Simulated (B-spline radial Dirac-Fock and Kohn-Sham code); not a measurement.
**Binding energies of Ru⁴⁺ in different valence configurations**

Calculated with a radial atomic solver, using Dirac-Fock ΔSCF + Breit + QED. The model has no electron correlation.

Reference: the tabulated ground configuration [Kr] 4d4, with 1s 22183.2 eV, 2s 3297.2 eV, 2p1/2 3034.9 eV, 3s 654.2 eV, 3d5/2 345.3 eV, 4p1/2 109.0 eV, Kα1 19277.3 eV, Kβ1 21653.7 eV, Lα1 2560.6 eV.

Shifts from the reference in eV.

```tsv
configuration	average energy	1s	2s	2p1/2	3s	3d5/2	4p1/2	Kα1	Kβ1	Lα1
[Kr] 4d2 5s2	+30.44	+13.75	+14.76	+14.56	+14.07	+13.67	+9.35	-0.82	-0.07	+0.90
[Kr] 4d3 5p1	+21.51	+7.79	+8.25	+8.21	+7.91	+7.83	+5.73	-0.43	-0.12	+0.39
[Kr] 4d3 5s1	+13.68	+6.66	+7.15	+7.10	+6.81	+6.69	+4.64	-0.45	-0.11	+0.41
```
